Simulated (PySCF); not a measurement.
2-methylidene-1,3-dithiole (C₄H₄S₂), SMILES C1SC(SC=1)=C.

Coordinates come from a TPSSh-D3(BJ)/def2-SVP optimisation.

Method: PBE/def2-TZVP (PySCF).

Symmetry labels are those of the subgroup C2v that the program uses (full group C2v).

Q: List the valence orbital energies around the gap with their symmetry. (An estimate is asked for; the answer gives what the named calculation found.)

A: 
```csv
orbital,symmetry,energy (eV)
HOMO−7,A1,-10.27
HOMO−6,B1,-9.61
HOMO−5,A1,-9.56
HOMO−4,B2,-8.99
HOMO−3,B2,-8.09
HOMO−2,B1,-7.34
HOMO−1,A2,-6.91
HOMO,B1,-4.58
LUMO,A1,-1.33
LUMO+1,A2,-1.24
LUMO+2,B1,-1.00
LUMO+3,B2,0.02
```
